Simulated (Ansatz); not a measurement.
CH6ClGaSi, SMILES `Cl[SiH2][CH2][GaH2]`. The species carries charge 0 and has multiplicity 1. Correlated methods include outer-core shells of Ga, which these sets cover unevenly. Scalar relativity is left out up to krypton.

```xyz
10

Cl   -1.932   -0.760    0.579
Si   -0.672   -0.496   -1.105
C     0.795    0.377   -0.432
Ga    0.407    0.386    1.538
H    -0.416   -1.868   -1.600
H    -1.501    0.256   -2.076
H     0.868    1.397   -0.814
H     1.717   -0.165   -0.651
H     0.931   -0.815    2.396
H    -0.197    1.688    2.166
```

Question: Give the diagnostics of a CCSD(T)/def2-TZVPP run (frozen core, the Gaussian-basis code of Ansatz). (Estimate.)

Answer: Ansatz gave: T1 = 0.0115, largest single amplitude 0.015, largest double 0.031, (T) share of the correlation energy 3.9 %, 8 CCSD cycles. The RHF solution is stable towards an unrestricted one. T1 lies under the customary mark of 0.02 for closed shells.
